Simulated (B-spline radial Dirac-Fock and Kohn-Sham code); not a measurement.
# Compton profile of Dy⁴³⁺

System: Dy⁴³⁺, configuration [Ar] 3d5.

Calculated with an atomic code on a B-spline grid, using the impulse approximation on relativistic Hartree-Fock (Dirac-Fock) wave functions, averaged over the configuration. pz is in atomic units of momentum; subshell profiles are per electron, for a selection of subshells; open shells are spread over both j values by their weights.

```
  pz    J total   J 2p3/2   J 3s1/2   J 3d5/2
   0     0.8997    0.0220    0.0863    0.0353
0.64     0.8969    0.0220    0.0850    0.0353
0.93     0.8937    0.0220    0.0836    0.0353
 1.4     0.8862    0.0220    0.0803    0.0353
   2     0.8722    0.0220    0.0746    0.0353
 2.8     0.8462    0.0220    0.0649    0.0353
 4.1     0.7876    0.0220    0.0471    0.0351
   6     0.6755    0.0217    0.0247    0.0341
 8.7     0.5028    0.0209   0.00964    0.0298
  13     0.2974    0.0181   0.00726    0.0181
  18     0.1731    0.0135   0.00481   0.00747
  27    0.07532   0.00616  0.000722   0.00119
  39    0.02936   0.00178  0.000238  0.000118
  56    0.01035  0.000320  0.000176  7.79e-06
  81   0.003140  3.78e-05  6.22e-05    < 1e-6
 120  0.0007360  3.04e-06  1.35e-05    < 1e-6
```

J(0) = 0.8997. The 3p3/2 subshell gives the largest part, 24 %.

Mean momentum ⟨p⟩ by subshell (a.u.): 1s1/2 65.4, 2s1/2 23.5, 2p1/2 31.1, 2p3/2 28.4, 3s1/2 12.6, 3p1/2 14.9, 3p3/2 14.2, 3d3/2 16.9, 3d5/2 16.6.
